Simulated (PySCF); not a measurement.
## Electron correlation in O⁺ (oxygen, charge +1)

[He] 2s2 2p2 3d1, one real determinant (an excited configuration). All numbers are calculated (PySCF 2.14, the spin-free X2C one-electron Hamiltonian (Gaussian nucleus), in x2c-TZVPPall with one added diffuse shell each of s, p, d type (6s4p3d1f, 40 functions)). Frozen: nothing; 7 electrons correlated.

MP2 pair energies summed by pair of shells (mhartree):

```json
{"pair": "2s-2p", "energy": "-44.58", "share (%)": "43.3"}
{"pair": "2s-2s", "energy": "-21.43", "share (%)": "20.8"}
{"pair": "1s-1s", "energy": "-11.86", "share (%)": "11.5"}
{"pair": "2s-3d", "energy": "-9.79", "share (%)": "9.5"}
{"pair": "2p-2p", "energy": "-7.42", "share (%)": "7.2"}
{"pair": "1s-2s", "energy": "-2.93", "share (%)": "2.8"}
{"pair": "1s-2p", "energy": "-2.45", "share (%)": "2.4"}
{"pair": "2p-3d", "energy": "-2.43", "share (%)": "2.4"}
{"pair": "1s-3d", "energy": "-0.03", "share (%)": "0.0"}
```

Total MP2 correlation energy: -102.90 mhartree.

Same-spin part -17.50 and opposite-spin part -85.40 mhartree; SCS-MP2 scales them by 1/3 and 6/5 to -108.31 mhartree.

The reference is one real determinant that mixes LS terms of this configuration.

This basis was not built for core-valence correlation, so the inner-shell part is incomplete.
